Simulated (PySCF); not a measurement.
## Computed NMR parameters against published values

Bonds (- single, = double, # triple, : aromatic): C1-Si2, Si2-C3, Si2-C4, Si2-Si5, Si5-Cl6, Si5-Cl7, Si5-Cl8. C1 carries H9, H10, H11; C3 carries H12, H13, H14; C4 carries H15, H16, H17.

[PySCF 2.14: GFN2-xTB structure; shieldings: GIAO PBE0/pcSseg-1; non-relativistic Hamiltonian; fast rotation and ring inversion assumed for equivalent nuclei; no solvent; one computed conformer]

Reference values: measured (solution; U. Herzog, Habilitationsschrift, TU Bergakademie Freiberg, 2002/2003).
| atoms | quantity | reference | computed | computed, scaled |
| --- | --- | --- | --- | --- |
| Si5 | δ 29Si vs TMS | 17.5 | 39.8 | 25.7 |
| Si2 | δ 29Si vs TMS | -7.2 | -9.5 | -14.8 |

Computed shifts are σ(ref) − σ with the named reference compound (TMS for H and C) calculated as an isolated molecule at the same level. The measured values may be among those fitted. Shieldings were converted by a linear fit to measured shifts: 29Si: δ = 279.94 − 0.822σ (rms 8.9 ppm, 72 shifts, 25.8 ppm with the 6 outliers that the fit left out vs TMS, solution or neat liquid). A few per cent of atoms miss by over 2 rms, more outside the fitted compound classes.

Problem. How far are the unscaled 29Si shifts from the references?

Solution. Mean signed difference +10.00 ppm, mean absolute 12.30 ppm over 2 comparisons; the largest is +22.3 ppm at Si5 (silicon bonded to 3 Cl, Si).
